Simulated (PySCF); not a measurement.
C4H4F2O2. Atoms are numbered in the order given.

```xyz
12

O     -2.3900    -0.9294     0.6098
C     -1.3579    -0.4749     0.1950
C     -1.1796     0.8951    -0.4605
O      0.1906     0.9730    -0.8286
C      0.9188     0.0789    -0.0764
F      1.3030     0.6666     1.0963
F      2.0400    -0.2116    -0.7501
C      0.0239    -1.1115     0.2098
H     -1.8090     0.9982    -1.3586
H     -1.4576     1.6909     0.2558
H      0.2465    -1.6270     1.1530
H      0.0974    -1.8315    -0.6226
```

Coordinates come from a r2SCAN-D4/def2-SVP optimisation. The values are those of a single conformer.

The numbers are results of KT2/pcSseg-1 run with PySCF, not measurements.

GIAO shieldings, no solvent; atoms listed in one row are averaged. δ = σ(ref) − σ: ¹⁷O against H2O (σ = 330.4 ppm); ¹³C against TMS (σ = 185.1 ppm); ¹⁹F against CFCl3 (σ = 127.1 ppm); ¹H against TMS (σ = 31.47 ppm), references at their B3LYP-D3(BJ)/def2-TZVP geometries, non-relativistic.

Computed chemical shifts:
| nucleus | atoms | count | δ (ppm) |
|---|---|---|---|
| ¹⁷O | O1 | 1 | 615.4 |
| ¹⁷O | O4 | 1 | 130.0 |
| ¹³C | C2 | 1 | 201.8 |
| ¹³C | C5 | 1 | 136.2 |
| ¹³C | C3 | 1 | 78.2 |
| ¹³C | C8 | 1 | 46.1 |
| ¹⁹F | F6 | 1 | -104.3 |
| ¹⁹F | F7 | 1 | -121.4 |
| ¹H | H9, H10 | 2 | 4.71 |
| ¹H | H11, H12 | 2 | 2.92 |
